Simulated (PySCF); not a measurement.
**Zinc: a sound run and one with changed settings**

Sound run: Zn [Ar] 3d10 4s2, Zn⁺ [Ar] 3d10 4s1. Calculation: PySCF 2.14, in cc-pVTZ-PP with ECP10MDF; a scalar-relativistic core potential. In the sound run the correlated levels freeze 3s2 3p6 outside the core potential. The sound run starts from symmetry-adapted Hartree-Fock orbitals and uses a fine grid where one is needed.

A second run was set up differently.

```csv
species,method,sound run (hartree),changed run (hartree),converged
Zn,MP2,-226.48386,-225.98558,yes
```

Ionisation energy of Zn:

```csv
method,sound run (eV),changed run (eV)
UHF,7.805,7.805
MP2,9.046,8.420
SCS-MP2,9.063,8.544
```

(1) What was changed?
A. all electrons correlated in a valence basis
B. a valence shell is frozen
C. minimal basis
D. too few SCF iterations

## Answers

(1) B. Freezing a valence shell removes pair correlation that changes on ionisation.
